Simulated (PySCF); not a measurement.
Polarisability and C₆ of W (tungsten, neutral)

[Xe] 4f14 5d6, high-spin 5D determinant (an excited configuration). All numbers are calculated (PySCF 2.14, scalar relativity by spin-free X2C-1e, in ANO-RCC-VTZP (8s7p5d3f2g1h, 104 functions)). Coupled (time-dependent) response in atomic units; α is the mean over directions. The basis has no added diffuse functions, which lowers α and C₆.

```json
{"method": "UHF", "mean α (bohr³)": "54.71", "α xx, yy, zz": "67.27, 67.27, 29.58", "C₆ (like pair)": "290.9", "S(−4)": "47570"}
```

S(−4) is the Cauchy moment in α(ω) = α(0) + S(−4) ω² + …

Spin-orbit coupling is absent.

α(iu) at UHF:

```
u (hartree)  α(iu) (bohr³)
          0          54.71
     0.0500          40.14
      0.100          28.37
      0.200          16.08
      0.300          11.60
      0.500          8.391
      0.750          6.707
       1.00          5.597
       1.50          4.019
       2.00          2.972
       3.00          1.788
       5.00         0.8637
```

A single London oscillator, α(iu) = α/(1 + u²/ω²), gives C₆ = (3/4) ω α². Matching the computed C₆ needs ω = 4 × 290.9 / (3 × 54.71²) = 0.130 hartree.

The components differ because the open shell of this determinant is not spherical; for a pure term their mean is the scalar polarisability.

Spin-orbit coupling, absent here, splits the open shell strongly.
